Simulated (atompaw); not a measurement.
## An all-electron radial function and its pseudo partner (Ho (Z = 67))

Columns: radius, all-electron u(r) and pseudo u(r) of the 6s shell (level -3.76 eV) of holmium in the configuration [Kr] 4d10 4f10.5 5s2 5p6 5d0.5 6s2 6p0; PBEsol, non-relativistic, PAW (atompaw) scheme, atompaw 4.2.0.5.

```
r (bohr)  all-electron   pseudo
   0.098       -0.0255   0.0423
   0.196        0.1008   0.0831
   0.294       -0.0256   0.1211
   0.392       -0.1379   0.1550
   0.490       -0.1368   0.1836
   0.588       -0.0583   0.2058
   0.687        0.0454   0.2210
   0.785        0.1376   0.2283
   0.883        0.2037   0.2275
   0.981        0.2400   0.2186
   1.079        0.2488   0.2017
   1.177        0.2348   0.1772
   1.275        0.2034   0.1458
   1.373        0.1594   0.1083
   1.471        0.1073   0.0657
   1.569        0.0506   0.0192
   1.667       -0.0081  -0.0300
   1.765       -0.0665  -0.0807
   1.863       -0.1232  -0.1316
   1.962       -0.1777  -0.1820
   2.060       -0.2281  -0.2301
   2.158       -0.2746  -0.2753
   2.256       -0.3170  -0.3171
   2.354       -0.3552  -0.3552
   2.452       -0.3893  -0.3893
   2.550       -0.4195  -0.4195
```

(1) How many radial nodes do the two functions have?

(2) Is the pseudo-wave norm-conserving?

Answers

(1) The all-electron 6s function has n − l − 1 = 5 (the table is too coarse to show those close to the nucleus); the pseudo-wave has 1, since 1 lower shell of the same l stays in the valence.

(2) No, it belongs to a PAW set: the norm inside the radius is not constrained, and the difference is carried by the augmentation charge.
